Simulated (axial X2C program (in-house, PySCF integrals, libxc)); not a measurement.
SiSb: from the spin-free to the two-component result

Computed with an in-house all-electron X2C program for linear molecules (integrals from PySCF). Spin-free means the one-electron spin-free X2C Hamiltonian; two-component (2c) means X2C with spin–orbit coupling and atomic mean-field two-electron Coulomb and Gaunt terms, so the difference of the two also holds small scalar two-electron terms. Basis: Sb dyall-cv3z [11s12p8d4f1g], Si dyall-v3z [8s7p2d1f] (cores contracted in-house); Gaussian nuclei, density fitting, unrestricted open shells. Masses: Sb 120.904 u, Si 27.977 u.

Spin-free state: M_S = 1/2, Λ = 1 (beyond evenly filled blocks: π+α, π+β, π-α); fragments Sb + Si.

| level | Re (Å) | ωe (cm⁻¹) | De (eV) | μ (D) |
| --- | --- | --- | --- | --- |
| PBE | 2.411 | 401.5 | 3.075 | -0.13 |

Dipoles are positive if Si is the positive end.

Problem. Within this multiplet, which Ω should lie lowest by the rule for regular and inverted multiplets?

Solution. The open π shell holds three electrons, one hole, so the multiplet is inverted: Ω = Λ + 1/2 = 3/2. The PBE0 2c search agrees.

Two-component determinant lowest at the distance of the search:

Ω = 3/2 (⟨Sz⟩ = 0.50, ⟨Lz⟩ = 1.00 at PBE); fragments Sb + Si.

| level | Re (Å) | ωe (cm⁻¹) | De (eV) | μ (D) |
| --- | --- | --- | --- | --- |
| PBE | 2.412 | 399.9 | 3.145 | -0.13 |

Problem. From the two tables, how do the constants change at the PBE level (2c against spin-free)?

Solution. At the PBE level Re increases by 0.001 Å and ωe decreases by 1.6 cm⁻¹; De is not compared, since the atomic limits differ or miss part of their spin–orbit lowering.

One determinant describes the state; a PBE0 search over occupations chose it and may have missed a lower one. Dissociation energies refer to the lowest single-determinant-based atoms at the same level and basis. Density functionals use the spin component along the axis (collinear). A 2c atom that is not at its ground J level misses part of its spin–orbit lowering, and De is too large by that part (0.04 eV or less for light atoms). This holds for PBE. PBE0 can misorder states that lie within some tenths of an eV, so this need not be the ground state of the molecule. The nearest other spin-free determinant of the search, M_S = 1/2, Λ = 0, lies 0.27 eV up at the distance of the search. The functionals have no current-density term, which raises determinants with orbital currents, atoms included. At some level and bond length an empty orbital lies below a filled one.
